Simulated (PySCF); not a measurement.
Cost of one run: geometry optimisation, HgMe2, `[CH3][Hg][CH3]`.

Method: PBE0-D3(BJ)/def2-SVP geometry optimisation, gas phase, def2 core potentials past Kr (PySCF 2.14.0). Work: geometry optimisation from a GFN2-xTB start shaken at random, density fitting. The input is one job of a driver script: a line of settings, then coordinates in Å.

Input:
```
{"job": {"xc": "PBE0", "basis": "def2-SVP", "d3": "d3bj", "grid": 1, "maxiter": 30, "shake": 0.03, "kind": "geom"}, "charge": 0, "multiplicity": 1}
Hg     0.066580    -0.066660     0.012540
C     -0.020700    -0.029640     2.341110
H     -0.500120     0.896060     2.714680
H      1.111630    -0.101090     2.723680
H     -0.597440    -0.879050     2.685730
C     -0.007620     0.031640    -2.354810
H     -0.988800     0.012800    -2.728600
H      0.559500    -0.851020    -2.747350
H      0.509710     0.917520    -2.672640
```

Hardware: one thread of an Intel Xeon Platinum 8488C, shared host with 96 logical CPUs at a one-minute load of 63. PySCF's memory limit was set to 2320 MB.

Problem. How large is the basis?

Solution. 90 functions.

Problem. Which is nearest to the wall time?
A. 32 s
B. 0.54 s
C. 4.1 s

Solution. A. The run took 32 s. The run took 6 energy-and-gradient evaluations and 44 SCF cycles, 5.3 s an evaluation on average.

Problem. How much memory does it need at the peak?

Solution. About 0.37 GiB. Peak memory is the resident size of the whole Python process, interpreter and libraries included.

The output:
```
step   0  E = -233.09215891  max force = 0.050811
step   1  E = -233.11102634  max force = 0.032602
step   2  E = -233.12174202  max force = 0.009920
step   3  E = -233.12229981  max force = 0.003157
step   4  E = -233.12241047  max force = 0.001242
step   5  E = -233.12241583  max force = 0.000265
optimisation converged
```

Energies in Eh; «max force» is the largest Cartesian gradient component in Eh/bohr.

Other jobs ran on the host; a repeat could differ by tens of per cent or more.

The run converged: final energy -233.12242 Eh after 5 steps; dipole 0.00 D.
